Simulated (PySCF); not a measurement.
Several species in one continuum solvent.

Computed with PySCF at PBE0/pcSseg-1, non-relativistic, each on one gas-phase PBE0-D3(BJ)/def2-SVP geometry that isn't relaxed in the solvent. The solvent is an IEF-PCM continuum (cavity from Bondi-type radii × 1.2). Only the electrostatic response of the medium enters.

Question: Order them by E(solvent) − E(gas) in water (ε = 78.36), most negative first (kcal/mol).
A. `[CH3:1][CH2:2][O:3][B:4]([Cl:5])[O:6][CH2:7][CH3:8]` with C1–C2–O3–B4 87°, C2–O3–B4–Cl5 2°, O3–B4–O6–C7 -1°, B4–O6–C7–C8 -85°
B. `[CH2:1]=[CH:2][AlH:3][CH:4]1[CH2:5][CH2:6][CH2:7][CH2:8]1` with C1–C2–Al3–C4 179°, C2–Al3–C4–C5 -114°, Al3–C4–C5–C6 -166°, C4–C5–C6–C7 29°, C5–C6–C7–C8 -5°, C6–C7–C8–C4 -20°
C. `[CH:1]#[C:2][AlH:3][C:4]([CH3:5])([CH3:6])[CH2:7][CH3:8]` with C2–Al3–C4–C5 57°, Al3–C4–C7–C8 -49°
D. `CC#[C][AlH][C](C)(C)C`

Answer: D (-5.7), C (-5.5), A (-3.9), B (-3.4).

| SMILES | charge | ΔE (kcal/mol) | polarisation term (kcal/mol) | HOMO shift (eV) | dipole gas (D) | dipole solvent (D) | atoms |
| --- | --- | --- | --- | --- | --- | --- | --- |
| CC#[C][AlH][C](C)(C)C | 0 | -5.7 | -6.4 | +0.06 | 1.58 | 1.83 | 21 |
| C#[C][AlH][C](C)(C)CC | 0 | -5.5 | -6.0 | +0.13 | 0.93 | 0.98 | 21 |
| CCOB(Cl)OCC | 0 | -3.9 | -4.4 | -0.02 | 2.70 | 3.36 | 18 |
| C=[CH][AlH][CH]1CCCC1 | 0 | -3.4 | -3.8 | +0.17 | 0.75 | 1.02 | 21 |

The polarisation term is half the interaction of the solute with the induced surface charges.
